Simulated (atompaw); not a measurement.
**Varying the PAW (atompaw) potential for Pb (Z = 82)**

Base potential:

atompaw 4.2.0.5 input, output lines left out:

```
Pb 82
GGA-PBE scalarrelativistic loggrid 2001 logderivrange -13 5 451
6 6 5 4 0 0
6 1 2
0 0 0
c
c
c
c
v
v
c
c
c
v
v
c
c
v
c
2
1.80 1.45 1.30 1.20
n
n
y
1.4
n
custom polynom2 7 10 vanderbiltortho sinc
3 0 ultrasoft
1.45
1.30
1.45
1.60
1.80
1.80
```

Cutoffs, loose and tight: the cutoffs (Ry, on a coarse ladder) from which the occupation-weighted sum of valence levels, in a spherical-Bessel basis at the reference potential, stays within 10 and 1 mRy of its value at 400 Ry. They see the waves, projectors and local potential, not the compensation charge or the core. A dash means not determined.

A true bound ghost makes a file unfit for plane-wave use even where its test errors are small: the radial tests pick states by their node count and pass the ghost by.

| change | outcome | cutoff, loose | cutoff, tight | bound ghosts |
| --- | --- | --- | --- | --- |
| base | generated | 160 Ry | 300 Ry | none |
| local potential ultrasoft scheme with l = 3 at 0 Ry, radius 0.98 bohr | failed: atompaw: The overlap operator has at least one negative eigenvalue! | – | – | – |
| augmentation sinc compensation charge, radius 1.45 bohr; PAW radius 1.80 bohr; waves and projectors: modrrkj vanderbiltortho | generated | 55 Ry | 90 Ry | p |
| wave 5d channel at 1.4 Ry: rc 1.80 bohr becomes 5d channel at 1.4 Ry: rc 0.98 bohr | generated | 160 Ry | 300 Ry | none |
| wave 6p (bound): rc 1.60 bohr becomes 6p (bound): rc 1.24 bohr | generated | 160 Ry | 300 Ry | p |
| augmentation sinc compensation charge, radius 1.45 bohr; PAW radius 1.80 bohr; waves and projectors: custom rrkj vanderbiltortho | failed: atompaw: The overlap operator has at least one negative eigenvalue! | – | – | – |
| wave 5d channel at 1.4 Ry: rc 1.80 bohr becomes 5d channel at -1.12 Ry: rc 1.80 bohr | generated | 160 Ry | 300 Ry | none |
| core [Xe] 4f14 5d10, valence charge 4; reference 6s2 6p2; waves now 6s (bound): rc 2.85 bohr; 6s channel at -0.1 Ry: rc 2.05 bohr; 6p (bound): rc 2.85 bohr; 6p channel at 0.35 Ry: rc 2.85 bohr; local potential ultrasoft scheme with l = 2 at 0 Ry, radius 2.65 bohr; core correction smooth core density matched at 2.45 bohr; augmentation sinc compensation charge, radius 2.50 bohr; PAW radius 2.85 bohr; waves and projectors: custom polynom2 7 10 vanderbiltortho | generated | 10 Ry | 25 Ry | none |

**Question.** What comes out with this change to the base: local potential vpsmatchnc scheme with l = 3 at 0 Ry, radius 1.30 bohr?

**Answer.** outcome: generated; cutoff, loose: 140 Ry; cutoff, tight: 300 Ry; bound ghosts: s.
